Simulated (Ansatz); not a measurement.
Cost and result for the atomization energy of C$_{2}$H$_{6}$GeO$_{2}$Si, SMILES `O[SiH2]C#[C][GeH2][OH]` (12 atoms, 11 bonds).

```tsv
atom	x (Å)	y (Å)	z (Å)
O1	-1.6518	1.0547	2.7572
Si2	-0.5637	1.7056	1.7159
C3	0.0628	0.4523	0.5385
C4	0.4565	-0.3826	-0.2512
Ge5	1.0866	-1.6765	-1.5022
O6	0.1072	-1.5792	-2.9804
H7	-2.3895	0.5668	2.3886
H8	0.5491	2.2108	2.5464
H9	-1.1534	2.8003	0.9041
H10	2.5618	-1.3703	-1.8036
H11	0.8613	-3.0913	-0.9712
H12	0.0732	-0.6906	-3.3420
```

Charge 0, multiplicity 1. Correlated methods include outer-core shells of Ge, which these sets cover unevenly. Scalar relativity is left out up to krypton. All single points use the PBE0-D4/def2-TZVP geometry. It is one conformer, not always the lowest. Program: Ansatz. All runs use 2 threads of an AMD EPYC 7R13 on a shared host and a share of an NVIDIA H100 80 GB. Times are those of one run each, without the atoms' runs, and a repeat can differ threefold. Electronic energies, without spin–orbit coupling; frozen cores. CCSD(T)/CBS adds CCSD(T) − MP2 in def2-TZVPP to the MP2 limit, and its time is that of the two runs behind it. T1 = 0.012. With those shells the extrapolation isn't a true limit. B3LYP takes the VWN-RPA correlation (the form of Gaussian; ORCA's B3LYP/G).

CCSD(T)/CBS is a level of theory with its own doubt, some kJ/mol a heavy atom from the limit and from the frozen cores, so smaller differences don't rank the functionals.

```csv
level,functions,wall time,atomization (kcal/mol),difference from CCSD(T)/CBS,per bond
PBE0-D4/def2-TZVPP,298,1.8 s,1062.7,-14.7,-1.3
r2SCAN-D4/def2-TZVPP (with forces),298,2.3 s,1073.0,-4.4,-0.4
PBE-D4/def2-TZVPP (with forces),298,2.4 s,1086.0,8.6,0.8
B2PLYP/def2-TZVPP,298,2.4 s,1061.4,-16.0,-1.5
B3LYP-D4/def2-TZVPP (with forces),298,2.7 s,1065.4,-12.0,-1.1
ωB97X-V/def2-TZVPP,298,3.6 s,1073.7,-3.7,-0.3
ωB97M-V/def2-TZVPP (with forces),298,3.8 s,1071.1,-6.3,-0.6
CCSD(T)/def2-TZVPP,298,4.4 s,1048.9,-28.5,-2.6
MP2/def2-QZVPP,567,4.6 s,1091.8,14.4,1.3
CCSD(T)/CBS(def2),–,9 s,1077.4,0.0,0.0
```

In def2-TZVPP, CCSD(T) changes the Hartree–Fock value by +287.3 kcal/mol (the triples alone add +19.2 kcal/mol) and MP2 by +313.3 kcal/mol; breaking electron pairs costs correlation energy, which Hartree–Fock lacks. The D4 term adds +9.6 kcal/mol with B3LYP and +5.1 kcal/mol with PBE0; it sums over pairs of atoms, weighted by their polarisabilities, and B3LYP, whose exchange is more repulsive, gets the larger term. From PBE to PBE0 (25 % exact exchange), in def2-TZVPP and without D4, the atomization energy moves by −22.4 kcal/mol: exact exchange takes away binding that semilocal exchange gives to molecules.
